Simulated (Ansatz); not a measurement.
`[GeH3]/[CH]=C1\CS1` → `C=C1CS1` + `[GeH2]` at 700 K and 1 bar (germylene formation by 1,1-elimination).

Calculated with Ansatz (gas phase, PBE0-D4/def2-TZVP geometries, no zero-point term in ΔE). CCSD(T)/CBS is the MP2 limit (def2-TZVPP, def2-QZVPP) plus CCSD(T) − MP2 in def2-TZVPP, frozen cores. For Ge outer-core shells are correlated without core-valence functions, which leaves a few kJ/mol of doubt a bond. Scalar relativity is left out up to krypton.

| species | CCSD(T)/CBS energy (Eh) | H − E (kJ/mol) | S (J/(mol·K)) |
| --- | --- | --- | --- |
| `[GeH3]/[CH]=C1\CS1` | -2591.58915 | 272.2 | 474.2 |
| `C=C1CS1` | -514.27785 | 208.9 | 361.7 |
| `[GeH2]` | -2077.24753 | 54.8 | 253.9 |

H − E and S are ideal-gas, rigid-rotor, harmonic terms from PBE0-D4/def2-TZVP. 1 Eh = 2625.50 kJ/mol, R = 8.31446 J/(mol·K).

By hand: ΔE, ΔH, ΔS and ΔG.

ΔE = (-514.27785) + (-2077.24753) − (-2591.58915) = 0.06377 Eh = 167.4 kJ/mol. Δ(H − E) = 208.9 + 54.8 − 272.2 = -8.5, so ΔH = 158.9 kJ/mol. ΔS = 361.7 + 253.9 − 474.2 = 141.4 J/(mol·K). ΔG = 158.9 − 700 × (141.4)/1000 = 59.9 kJ/mol.

By hand: the equilibrium constant, and the temperature at which ΔG would vanish if ΔH and ΔS stayed fixed.

log₁₀ K = −ΔG/(RT ln 10) = -4.5. ΔG = 0 at ΔH/ΔS = 1124 K.

The number of gas molecules changes by +1, which sets the sign of ΔS. A doubt of 5 kJ/mol in ΔE shifts log₁₀ K by 0.4 here. These are equilibria of isolated gas molecules and say nothing of rates. Largest T1 diagnostic: 0.013 (customary marks: 0.02 for closed shells, 0.045 for open ones).
